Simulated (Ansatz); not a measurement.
`C=C[Te][GeH3]`, relaxed with RKS PBE-D4/def2-SVP in Ansatz from a rough embedded geometry. The force threshold is 0.03 eV/Å; the program also tests the step.

The species carries charge 0 and has multiplicity 1. Te: def2 effective core potential.

Start:

```xyz
10

C     0.453    1.383    1.395
C     0.991    1.011    0.294
Te    1.515   -1.003   -0.043
Ge   -0.734   -1.485   -1.108
H     0.212    0.614    2.209
H     0.124    2.375    1.615
H     1.211    1.745   -0.486
H    -0.977   -0.554   -2.310
H    -1.894   -1.156   -0.035
H    -0.901   -2.929   -1.531
```

Question: How much energy does the relaxation release, and in how many steps? (Estimate.)

Answer: Computed: 29.80 kJ/mol, in 21 steps, 4 of them rejected.

Question: Which bonds change most? (Best estimate.)

Answer: Computed: C1–C2 from 1.281 to 1.344 Å; Ge4–H9 from 1.614 to 1.552 Å; Te3–Ge4 from 2.535 to 2.583 Å; C1–H5 from 1.145 to 1.103 Å.

Question: Give the relaxed structure. (Estimate.)

Answer: Computed: 
```xyz
10

C     0.745    1.624    1.638
C     0.653    0.928    0.492
Te    1.099   -1.156    0.339
Ge   -0.840   -1.599   -1.309
H     0.989    1.153    2.605
H     0.577    2.715    1.640
H     0.403    1.419   -0.465
H    -0.778   -0.547   -2.450
H    -2.221   -1.515   -0.606
H    -0.626   -3.022   -1.884
```
